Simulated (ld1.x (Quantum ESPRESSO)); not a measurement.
**Co: excitation energies, all-electron against PAW**

* Element: cobalt (Co)
* Generator: ld1.x (Quantum ESPRESSO) 7.5
* Type: PAW
* Functional: PBE
* Relativity: scalar-relativistic
* Frozen core: [Ar]
* Valence charge: 9
* Reference configuration: 3d7 4s0 4p0 (charge +2)
* Partial waves: 4s (bound, empty): rcut 1.85, rcutus 2.15 bohr; 4s channel at 2.3 Ry: rcut 1.85, rcutus 2.15 bohr; 4p (bound, empty): rcut 2.60, rcutus 2.75 bohr; 4p channel at 3.95 Ry: rcut 2.60, rcutus 2.75 bohr; 3d (bound): rcut 1.00, rcutus 1.10 bohr; 3d channel at -1 Ry: rcut 1.00, rcutus 1.10 bohr
* Local potential: all-electron potential smoothed inside 2.60 bohr (lloc = -2)
* Core correction: Bessel-smoothed model core inside 0.60 bohr
* Augmentation charge: PSQ, inside the norm-conserving radii

Energies are relative to the spin-unpolarised reference configuration 3d7 4s0 4p0; without spin polarisation the order of configurations can differ from experiment.

```json
{"valence configuration": "3d7 4s2 4p0", "charge": "0", "ΔE all-electron (eV)": "-25.816", "error AE − PS (meV)": "-4.9"}
{"valence configuration": "3d7 4s1 4p0", "charge": "+1", "ΔE all-electron (eV)": "-16.786", "error AE − PS (meV)": "-0.9"}
{"valence configuration": "3d6 4s0 4p0", "charge": "+3", "ΔE all-electron (eV)": "35.870", "error AE − PS (meV)": "-311"}
{"valence configuration": "3d5 4s0 4p0", "charge": "+4", "ΔE all-electron (eV)": "91.222", "error AE − PS (meV)": "-1742"}
{"valence configuration": "3d7 4s0 4p2", "charge": "0", "ΔE all-electron (eV)": "-16.837", "error AE − PS (meV)": "+5.1"}
{"valence configuration": "3d7.5 4s1.5 4p0", "charge": "0", "ΔE all-electron (eV)": "-26.776", "error AE − PS (meV)": "-12"}
```

Problem. What are ΔE and the potential's error for 3d8 4s1 4p0?

Solution. ΔE = -27.019 eV all-electron; the error (AE − PS) is -53 meV.

Levels in the configuration 3d7 4s2 4p0:

| level | all-electron (eV) | pseudo (eV) |
| --- | --- | --- |
| 3d | -8.204 | -8.238 |
| 4s | -5.470 | -5.464 |
